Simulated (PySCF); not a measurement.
**How methods differ on the fine-structure interval of In**

In [Kr] 4d10 5s2 5p1 [5p1/2^1, M_J = 1/2] → In [Kr] 4d10 5s2 5p1 [5p3/2^1, M_J = 3/2], as a difference of total energies. Computed with PySCF 2.14 in x2c-QZVPPall-2c (13s13p9d4f1g, 134 functions), with the two-component X2C-1e Hamiltonian. Correlated levels: [Ar] 3d10 frozen; the 32 highest virtual spinors dropped. "Screened" scales the spin-orbit matrix elements by Boettger's factors to mimic the two-electron term; Breit and QED terms are absent.

```tsv
method	fine-structure interval (cm⁻¹)	error (cm⁻¹)
GHF (screened spin-orbit)	2720.1	+507
GMP2 (screened spin-orbit)	1891.1	-321
GHF (bare spin-orbit)	2796.2	+584
```

Reference: 2212.6 cm⁻¹ (measured; NIST Handbook of Basic Atomic Spectroscopic Data (Sansonetti and Martin, J. Phys. Chem. Ref. Data 34, 1559 (2005))).

GHF and GMP2 differ strongly here because the two determinants are spin-polarised to different degrees; the interval is a small difference of such terms.
